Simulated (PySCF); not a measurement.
**Correlation energy of V⁴⁺ (vanadium, charge +4)**

Starting occupation: [Ar] 3d1, 3d5/2 with m_j = +5/2. All numbers are calculated (PySCF 2.14, X2C-1e with screened-nucleus spin-orbit coupling, Gaussian nucleus, in x2c-QZVPPall-2c). Frozen: [Ne]; 9 electrons correlated; the 8 highest virtual spinors left out.

MP2 pair energies summed by pair of shells (mhartree):

```tsv
pair	energy	share (%)
3p-3p	-157.92	60.4
3d-3p	-45.03	17.2
3p-3s	-41.86	16.0
3s-3s	-8.46	3.2
3d-3s	-7.98	3.1
```

Total MP2 correlation energy: -261.25 mhartree.

The GHF reference relaxed away from the jj start to a determinant that is no pure jj level (⟨S²⟩ = 0.75, ⟨J²⟩ = 8.76); the energies belong to that determinant.

This basis was not built for core-valence correlation, so the inner-shell part is incomplete.
